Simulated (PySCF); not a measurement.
A geometry optimisation on `C[O][Ge@H]([CH3])[PH2]`.

Method: PBE0-D3(BJ)/def2-SVP geometry optimisation, gas phase (PySCF 2.14.0). Start geometry: GFN2-xTB. The input is one job of a driver script: a line of settings, then coordinates in Å.

Command:
```bash
OMP_NUM_THREADS=1 python probes_run.py task.json out
```

Input:
```
{"job": {"xc": "PBE0", "basis": "def2-SVP", "d3": "d3bj", "grid": 1, "shake": 0.01, "kind": "geom"}, "charge": 0, "multiplicity": 1}
C     -2.177840    -0.369260    -0.166190
O     -0.941320    -0.949740    -0.028120
Ge     0.381840    -0.295020     0.949490
C      0.872530     1.555250     0.305570
P      1.926730    -2.002760     0.671870
H     -2.133190     0.616970    -0.699360
H     -2.805590    -1.027850    -0.757790
H     -2.662790    -0.170770     0.792490
H     -0.152000    -0.156500     2.409540
H      1.624160     1.992320     0.920900
H     -0.047070     2.186800     0.379670
H      1.176160     1.520330    -0.719320
H      1.934200    -1.764250    -0.697420
H      2.997010    -1.150590     0.910940
```

Output:
```
step   0  E = -2574.17023345  max force = 0.039141
step   1  E = -2574.17620320  max force = 0.005272
step   2  E = -2574.17653870  max force = 0.001506
step   3  E = -2574.17659280  max force = 0.000627
step   4  E = -2574.17663653  max force = 0.001180
step   5  E = -2574.17666634  max force = 0.001407
step   6  E = -2574.17669482  max force = 0.000893
step   7  E = -2574.17672016  max force = 0.000486
step   8  E = -2574.17673935  max force = 0.000779
step   9  E = -2574.17674844  max force = 0.000804
step  10  E = -2574.17675433  max force = 0.000409
optimisation converged
```

Energies in Eh; «max force» is the largest Cartesian gradient component in Eh/bohr.

**Question.** Give the first gradient maximum in eV/Å.

**Answer.** With 1 Eh/bohr = 51.422 eV/Å, 2.013 eV/Å.

In short: final energy -2574.17675 Eh after 10 steps; dipole 2.31 D.

**Question.** Where do the atoms end?

**Answer.** 0.216 Å rms from the input after alignment:
```
atom  x, y, z in Å
C1    -2.2361   -0.3711   -0.2120
O2    -0.9582   -0.9329   -0.1880
Ge3    0.3019   -0.2634    0.8898
C4     0.8835    1.4630    0.1961
P5     1.9305   -1.9097    0.8520
H6    -2.2393    0.6808   -0.5619
H7    -2.8635   -0.9501   -0.9090
H8    -2.7310   -0.3938    0.7793
H9    -0.3063   -0.1183    2.3074
H10    1.6848    1.8778    0.8251
H11    0.0466    2.1775    0.1818
H12    1.2631    1.3410   -0.8284
H13    2.3124   -1.5772   -0.4850
H14    2.9105   -1.0381    1.4255
```

Time: 1.7 min wall; peak memory 0.59 GiB. Hardware: an Arm Neoverse V1 with one thread, shared host with 32 logical CPUs at a one-minute load of 24.
Labels such as C1 count atoms from 1, the log's own numbers from 0.
